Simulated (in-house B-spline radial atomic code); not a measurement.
# I3+: [Ar] 3d10 4s2 4p5 4d10 5s2 5p2 6s1 (an excited or competing configuration)

Method: non-relativistic TPSSh, spin-polarised, spherical fractional occupations, point nucleus. Calculated with a radial B-spline atomic code at the basis-set limit.

Effective charges: Z_r = [3n² - l(l+1)]/(2<r>) from the radius, Z_e = n√(-2ε) from the energy, and Slater's rules. Values are occupation-weighted means over spin.

```tsv
shell	electrons	ε (eV)	<r> (bohr)	Z_r	Z_e	Slater
1s	2	-31765	0.02867	52.32	48.32	52.70
2s	2	-4838.4	0.1234	48.63	37.72	48.85
2p	6	-4546.7	0.1051	47.55	36.56	48.85
3s	2	-1019.7	0.3272	41.25	25.97	41.75
3p	6	-896.73	0.3179	39.32	24.36	41.75
3d	10	-669.42	0.2887	36.37	21.04	31.85
4s	2	-217.29	0.7638	31.42	15.99	25.60
4p	5	-173.69	0.7961	28.89	14.29	25.60
4d	10	-99.122	0.8883	23.64	10.80	14.85
5s	2	-51.385	1.814	20.67	9.72	9.50
5p	2	-40.864	2.014	18.13	8.67	9.50
6s	1	-20.085	3.811	14.17	7.29	4.60
```

The least bound orbital is 6s up at -20.08 eV, and it is also the most diffuse (<r> = 3.811 bohr). The part-filled 4p shell lies below the filled 5s shell in orbital energy.

Caution: exact exchange at fractional occupations of open shells leaves self-interaction of up to several eV.
